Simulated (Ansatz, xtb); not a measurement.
**GeH3SiZn: where a starting geometry ends**

The starting geometry of this gas-phase doublet has its atoms placed at random.

```xyz
6

Ge    0.2200    0.8325    0.6955
Si   -0.1159    0.0901   -1.9507
Zn    0.3807   -1.2538    0.4815
H     0.9797    0.1764   -0.4832
H    -1.6128    1.3525    0.0333
H     1.7290   -0.7626    1.0080
```

One run relaxed it with r2SCAN-D4/def2-SVP. What is a likely outcome?

It ends as a structure with H4 bridging Ge1 and Si2, H5 bridging Ge1 and Si2, given below by its coordinates. Distances that change by over a tenth: Ge1–Zn3 (2.10 → 2.58 Å), Ge1–H4 (1.55 → 1.82 Å). Contacts that open: Zn3–H4 (1.83 → 2.96 Å). Contacts that close: Ge1–Si2 (2.77 → 2.55 Å), Ge1–H5 (2.02 → 1.82 Å), Si2–Zn3 (2.82 → 2.46 Å), Si2–H4 (1.83 → 1.66 Å), Si2–H5 (2.79 → 1.66 Å).

The energy falls by 4.35 eV over 15 steps:

```csv
step,E − E(last) (eV)
1,4.349
3,1.718
4,1.130
6,0.504
7,0.294
9,0.107
10,0.040
12,0.005
13,0.001
15,0.000
```

Final geometry (Å):

| atom | x (Å) | y (Å) | z (Å) |
| --- | --- | --- | --- |
| Ge | -0.0614 | 1.3438 | 0.7779 |
| Si | -0.1741 | 0.0458 | -1.4092 |
| Zn | 0.9478 | -1.0177 | 0.5067 |
| H | 0.4587 | 1.5085 | -0.9544 |
| H | -1.3005 | 0.6919 | -0.3792 |
| H | 1.7102 | -2.1373 | 1.2425 |

From the same start GFN2-xTB ends elsewhere, differing in Si2–H4 (2.65 against 1.66 Å here), Si2–H5 (2.90 against 1.66 Å here).

From so rough a start the end depends on the optimiser's path, so another program may land elsewhere. The end wasn't checked by frequencies. Open shells are spin-unrestricted. Run with Ansatz 0.2.0, 3.2 min on 2 threads of AMD EPYC 7R43 64-Core Processor (Zen 3) (shared host).
